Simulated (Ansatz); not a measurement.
Reaction (ligand exchange at the Si–N bond): `C=N[SiH](F)F` + `N[SiH2]F` → `F[SiH2]N[SiH](F)F` + `C=N`

Isolated molecules relaxed with PBE0-D4/def2-TZVP in Ansatz; ΔE leaves out vibrations. CCSD(T)/CBS is the MP2 limit (def2-TZVPP, def2-QZVPP) plus CCSD(T) − MP2 in def2-TZVPP, frozen cores. This one scheme is used for every species. Functionals use def2-TZVPP. Each species was taken in one conformer, which may not be the lowest.

(1) Is it downhill or uphill in electronic energy at CCSD(T)/CBS, and by how much? (Best estimate.)

(2) What do these levels give: LDA (SPW92), PBE-D4, revPBE-D4, B97M-V, ωB97X-V, B2PLYP, PBE, revPBE, BLYP, r2SCAN, HF/def2-QZVPP, MP2/CBS(def2)? (Best estimate.)

(3) What do rigid-rotor, harmonic-oscillator terms from PBE0-D4/def2-TZVP frequencies (298.15 K, 1 bar) make of the CCSD(T)/CBS value? (Best estimate.)

Largest T1 diagnostic among the species: 0.013.

Results:

(1) Computed: Downhill: ΔE = -26.7 kJ/mol.

(2) Computed: LDA (SPW92) -20.1, PBE-D4 -21.9, revPBE-D4 -22.0, B97M-V -23.6, ωB97X-V -23.6, B2PLYP -21.9, PBE -20.1, revPBE -19.8, BLYP -17.7, r2SCAN -22.1, HF/def2-QZVPP -21.6, MP2/CBS(def2) -24.0 kJ/mol.

(3) The calculation gave: ΔZPE = +1.0 kJ/mol, ΔH = -24.9 kJ/mol, ΔS = 4 J/(mol·K), ΔG = -25.9 kJ/mol. Modes under 50 cm⁻¹ make the entropy rough.

Leaving LDA and LC-ωPBE aside and taking each functional with its dispersion term where it has one, the values, not all of them listed here, spread over 3.7 kJ/mol, from PBE-QIDH to BLYP-D4. In def2-TZVPP, CCSD(T) changes the Hartree–Fock value by −7.0 kJ/mol (the triples alone add −0.3 kJ/mol) and MP2 by −4.3 kJ/mol.
